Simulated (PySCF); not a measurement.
## Bonding in `C#CC[C@H](CN)N[SiH3]`

C5H12N2Si.
Numbering: `[CH:1]#[C:2][CH2:3][C@H:4]([CH2:5][NH2:6])[NH:7][SiH3:8]` (hydrogens: H9 on C1; H10, H11 on C3; H12 on C4; H13, H14 on C5; H15, H16 on N6; H17 on N7; H18, H19, H20 on Si8)

Structure used (GFN2-xTB), in Å, numbered top down from 1:
```
atom  x, y, z in Å
C1    -3.0259   -1.4908   -1.1175
C2    -1.9090   -1.4311   -0.6917
C3    -0.5678   -1.3260   -0.1586
C4    -0.2762    0.0929    0.3399
C5    -0.2482    1.0840   -0.8344
N6    -0.0953    2.4386   -0.3244
N7     0.9540    0.1362    1.0969
Si8    2.4190   -0.6689    0.6903
H9    -4.0019   -1.5576   -1.4959
H10    0.1561   -1.5987   -0.9307
H11   -0.4573   -2.0191    0.6783
H12   -1.0933    0.3953    1.0147
H13   -1.1568    0.9418   -1.4426
H14    0.6232    0.8629   -1.4570
H15   -0.0001    3.0958   -1.0906
H16   -0.9194    2.7037    0.2066
H17    1.0770    1.0762    1.4489
H18    2.1866   -2.1114    0.8062
H19    3.3647   -0.1947    1.6965
H20    2.9654   -0.4186   -0.6550
```

Bond orders from the PBE0/pcSseg-1 density (PySCF). The structure is a single GFN2-xTB conformer in the gas phase; no vibrational or solvent corrections.

(1) How far do the computed orders between heavy atoms stray from the drawn ones?

(2) Give the Mayer order of every bond, beside its length.

Results:

(1) The largest departure is 0.487, at C1–C2 (drawn triple, 2.513). Drawn single, order above 1.12: C2–C3 (1.151). Drawn double or triple, more than 0.30 short of the drawn order: C1–C2 (2.513).

(2) 
| bond | drawn as | length (Å) | Mayer order |
| --- | --- | --- | --- |
| C1–C2 | triple | 1.197 | 2.513 |
| C2–C3 | single | 1.447 | 1.151 |
| C3–C4 | single | 1.532 | 1.027 |
| C4–C5 | single | 1.537 | 0.973 |
| C5–N6 | single | 1.455 | 1.018 |
| C4–N7 | single | 1.445 | 0.958 |
| N7–Si8 | single | 1.720 | 1.014 |
| C1–H9 | single | 1.049 | 1.152 |
| C3–H10 | single | 1.093 | 0.885 |
| C3–H11 | single | 1.092 | 0.898 |
| C4–H12 | single | 1.102 | 0.938 |
| C5–H13 | single | 1.103 | 0.941 |
| C5–H14 | single | 1.094 | 0.938 |
| N6–H15 | single | 1.014 | 0.953 |
| N6–H16 | single | 1.016 | 0.952 |
| N7–H17 | single | 1.011 | 0.919 |
| Si8–H18 | single | 1.466 | 0.923 |
| Si8–H19 | single | 1.460 | 0.954 |
| Si8–H20 | single | 1.473 | 0.889 |

By pair of heavy elements: C–C: lowest C4–C5 (0.973, 1.537 Å), highest C1–C2 (2.513, 1.197 Å). C–N: lowest C4–N7 (0.958, 1.445 Å), highest C5–N6 (1.018, 1.455 Å); in 1 of the 1 pairs the longer bond (by over 0.003 Å) has the higher order (by 0.02 or more).

Problem. Sum the orders of all bonds at each heavy atom with more than one neighbour and set the sums beside the valence in the SMILES.

Solution. C1 3.665 (drawn 4), C2 3.664 (drawn 4), C3 3.961 (drawn 4), C4 3.896 (drawn 4), C5 3.870 (drawn 4), N6 2.923 (drawn 3), N7 2.891 (drawn 3), Si8 3.780 (drawn 4). Orders between atoms that aren't bonded are not in these sums.

For a closed shell the Mayer order of atoms A and B is Σ (PS)μν (PS)νμ over the basis functions μ on A and ν on B, with P the density and S the overlap matrix.
